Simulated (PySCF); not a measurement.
C2H12Si3, SMILES [SiH2](C)[SiH2][SiH2]C (GFN2-xTB optimised geometry):

```
17

Si    -1.239    -0.839     3.877
C     -1.622     1.014     3.698
Si    -1.426    -1.866     1.809
Si    -0.539    -0.709     0.000
C     -1.109    -1.446    -1.657
H      0.114    -0.952     4.443
H     -2.139    -1.368     4.913
H     -2.633     1.174     3.334
H     -0.942     1.488     2.995
H     -1.529     1.536     4.645
H     -0.820    -3.207     1.884
H     -2.844    -2.172     1.538
H     -0.933     0.709     0.000
H      0.933    -0.709     0.000
H     -2.192    -1.415    -1.745
H     -0.805    -2.485    -1.746
H     -0.695    -0.908    -2.505
```

Calculation: PBE0/def2-SVP (PySCF).

Q: What are the frontier orbital energies and the dipole moment?

A: HOMO-2 -9.02 eV, HOMO-1 -8.46 eV, HOMO -7.94 eV, LUMO -0.09 eV, LUMO+1 0.16 eV; dipole moment 0.81 D.

On the same geometry PBE/def2-SVP run with PySCF gives HOMO-2 -7.68 eV, HOMO-1 -7.23 eV, HOMO -6.81 eV, LUMO -0.85 eV, LUMO+1 -0.62 eV; dipole moment 0.86 D.

Meta-Löwdin charges at PBE0/def2-SVP: Si1 0.38, C2 -0.53, Si3 0.07, Si4 0.38, C5 -0.53, H6 -0.09, H7 -0.09, H8 0.11, H9 0.12, H10 0.12, H11 -0.07, H12 -0.06, H13 -0.09, H14 -0.09, H15 0.12, H16 0.12, H17 0.12.
